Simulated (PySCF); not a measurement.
## Te: excitation energy

Te [Kr] 4d10 5s2 5p4 (3P) → Te [Kr] 4d10 5s2 5p3 6s1 (5S), as a difference of total energies. Computed with PySCF 2.14 in aug-cc-pVQZ-DK3, with scalar relativity by spin-free X2C-1e. Correlated levels: valence: [Kr] 4d10 frozen. The calculations carry no spin-orbit coupling.

```
           method  excitation energy (eV)  error (eV)
              UHF                   4.624      -0.602
              LDA                   5.314      +0.088
              PBE                   5.158      -0.068
             PBE0                   5.237      +0.011
           r2SCAN                   5.397      +0.171
    MP2 (valence)                   5.047      -0.179
SCS-MP2 (valence)                   5.246      +0.020
```

Reference: 5.226 eV (measured; NIST levels, between the centres of gravity of the two terms).

Errors of the correlated levels include the incompleteness of this basis and the frozen core.
